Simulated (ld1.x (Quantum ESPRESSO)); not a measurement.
## Ranking RRKJ potentials for nitrogen (N)

All share these settings but for the change named:

```
Element                 : nitrogen
Generator               : ld1.x (Quantum ESPRESSO) 7.5
Type                    : norm-conserving RRKJ (Kleinman–Bylander form)
Functional              : PBE
Relativity              : scalar-relativistic
Frozen core             : [He]
Valence charge          : 5
Reference configuration : 2s2 2p2 (charge +1)
Partial waves           : 2p (bound): rc 2.15 bohr; 2s (bound): rc 1.00 bohr
Local potential         : the s channel
Core correction         : a·sin(br)/r model core inside 0.70 bohr
```

Test errors are all-electron minus pseudo excitation energies from the reference, over 2s2 2p3; 2s2 2p1; 2s2 2p0; 2s0 2p5; 2s1 2p4; 2s2 2p2.5; 2s1 2p3. None of these files shows a bound ghost.

The base gives 1802.6 meV.

Of 6 variants that were run, those that failed, showed a ghost or another fault, or gave nearly equal values are left out.

Problem. Rank these variants by their largest absolute test error, smallest first.
A. all radii but the core radius scaled by about 1.40 (s 1.40, p 3.00 bohr)
B. all radii but the core radius scaled by about 1.19 (s 1.20, p 2.56 bohr)
C. all radii but the core radius scaled by about 0.77 (s 0.78, p 1.66 bohr)
D. all radii but the core radius scaled by about 1.26 (s 1.26, p 2.72 bohr)
E. all radii but the core radius scaled by about 1.10 (s 1.10, p 2.36 bohr)

Solution. C (727.8 meV), E (2543.7 meV), B (3243.8 meV), D (4068.1 meV), A (5366.8 meV).
